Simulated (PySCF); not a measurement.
SiHF₂Cl, SMILES F[SiH](F)Cl. The structure is a stationary point at ωB97X-D3(BJ)/def2-SVP.

TDDFT-ωB97X/def2-SVPD run with PySCF puts the lowest singlet excitations at 9.24, 9.25, 9.43, 9.72, 10.10, 10.25 eV.

What are the lowest excitation roots from ADC(2)/aug-cc-pVDZ run with PySCF 2.14.0? (Estimate from the structure and the level; the computed values follow.)

9.21, 9.23, 9.55, 9.76, 9.87, 10.02 eV. S1 differs by -0.03 eV (second minus first; roots are paired by order, and the bases may differ).
